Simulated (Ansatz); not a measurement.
`C[O][GeH]([F])[F]` + H₂ → `[F][GeH2][F]` + CH₃OH at 298.15 K and 1 bar (hydrogenolysis of a Ge–O bond).

Isolated molecules relaxed with PBE0-D4/def2-TZVP in Ansatz; ΔE leaves out vibrations. CCSD(T)/CBS is the MP2 limit (def2-TZVPP, def2-QZVPP) plus CCSD(T) − MP2 in def2-TZVPP, frozen cores. This one scheme is used for every species. For Ge outer-core shells are correlated without core-valence functions, which leaves a few kJ/mol of doubt a bond. Scalar relativity is left out up to krypton. Each species was taken in one conformer, which may not be the lowest.

```json
{"species": "`C[O][GeH]([F])[F]`", "CCSD(T)/CBS energy (Eh)": "-2391.41847", "H − E (kJ/mol)": "165.6", "S (J/(mol·K))": "354.4"}
{"species": "H₂", "CCSD(T)/CBS energy (Eh)": "-1.17544", "H − E (kJ/mol)": "35.1", "S (J/(mol·K))": "130.4"}
{"species": "`[F][GeH2][F]`", "CCSD(T)/CBS energy (Eh)": "-2276.96403", "H − E (kJ/mol)": "66.9", "S (J/(mol·K))": "277.3"}
{"species": "CH₃OH", "CCSD(T)/CBS energy (Eh)": "-115.61712", "H − E (kJ/mol)": "146.3", "S (J/(mol·K))": "238.2"}
```

H − E and S are ideal-gas, rigid-rotor, harmonic terms from PBE0-D4/def2-TZVP, for one conformer and one mirror image of each species. The MP2-based limit puts H₂ 0.8 mEh under its directly extrapolated value; such offsets cancel only in part. 1 Eh = 2625.50 kJ/mol, R = 8.31446 J/(mol·K).

Task: By hand: ΔE, ΔH, ΔS and ΔG.

Result: ΔE = (-2276.96403) + (-115.61712) − (-2391.41847) − (-1.17544) = 0.01276 Eh = 33.5 kJ/mol. Δ(H − E) = 66.9 + 146.3 − 165.6 − 35.1 = 12.5, so ΔH = 46.0 kJ/mol. ΔS = 277.3 + 238.2 − 354.4 − 130.4 = 30.7 J/(mol·K). ΔG = 46.0 − 298.15 × (30.7)/1000 = 36.8 kJ/mol.

Task: By hand: the equilibrium constant, and the temperature at which ΔG would vanish if ΔH and ΔS stayed fixed.

Result: log₁₀ K = −ΔG/(RT ln 10) = -6.4. ΔG = 0 at ΔH/ΔS = 1498 K.

ΔH outweighs TΔS. A doubt of 5 kJ/mol in ΔE shifts log₁₀ K by 0.9 here. Other conformers and mirror images would add mixing entropy, several J/(mol·K) or more a flexible species. These are equilibria of isolated gas molecules and say nothing of rates. Largest T1 diagnostic: 0.012 (customary marks: 0.02 for closed shells, 0.045 for open ones).
